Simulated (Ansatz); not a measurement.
The C3–H4 bond of CH6InN (SMILES [CH3][InH][NH2]) is stretched (multiplicity 1, the rest rigid).
Geometry at rest (charge 0, multiplicity 1):
```xyz
9

In    -0.1975    -0.1319    -0.1725
H     -1.3304    -1.0703    -1.0685
C      0.4797     1.9101    -0.4032
H      0.9544     2.0398    -1.3758
H      1.1964     2.1540     0.3793
H     -0.3653     2.5956    -0.3411
N      0.6517    -1.1288     1.3789
H      1.3346    -0.7311     2.0039
H      0.4492    -2.0850     1.6230
```

Cores are frozen in the correlated methods. Filled d and f shells under p-block atoms count as core.

Run with Ansatz (Gaussian basis) for Hartree–Fock, density functionals and correlated methods. Values without a source in brackets are computed. In def2 rows elements past Kr take small-core potentials, without spin–orbit coupling.

Energies above the point at 1.090 Å (the B3LYP-D3(BJ) bond length), FIC-MRCISD+Q on CASSCF(2,2)/def2-SVP (kcal/mol): 7.25 at 0.981 Å; 2.97 at 1.199 Å; 110.09 at 3.488 Å.

Q: Take the last value as the depth D of a Morse curve D(1 − e^(−a(R − R₀)))², fit a and R₀ to the two near points, and test it at 1.471 and 1.907 Å.

A: 
With D = 110.1, both near points (counted from the curve's value at 1.090 Å) are met by a = 1.89 Å⁻¹ and R₀ = 1.102 Å, so k = 2Da² = 783 kcal/(mol Å²). The curve then gives 27.6 and 67.1 kcal/mol; the level itself gives 27.6 and 69.5, so Morse is off by 0.0 and -2.4.

Ansatz is a quantum-chemistry and plane-wave program.
